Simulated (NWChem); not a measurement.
A series in which one site is exchanged, each optimised at PBE0/def2-SVP with NWChem, gas phase unless a solvent is named. This build's default masses of Se (78.918 u) and Br (79.917 u) are each other's, which moves their modes by up to 0.6 %.

A: ClC(Cl)(Br)Br (CBr$_{2}$Cl$_{2}$; site = Br)
B: FC(Cl)(Cl)Br (CBrCl$_{2}$F; site = F)
C: C(Br)(Cl)(Cl)Cl (CBrCl3; site = Cl)
D: ClC(Cl)Br (CHBrCl2; site = H)

Rank them by lowest singlet excitation, B3LYP/def2-SVPD, TDA (eV), lowest first.

A (4.56), C (4.99), B (5.22), D (5.38)
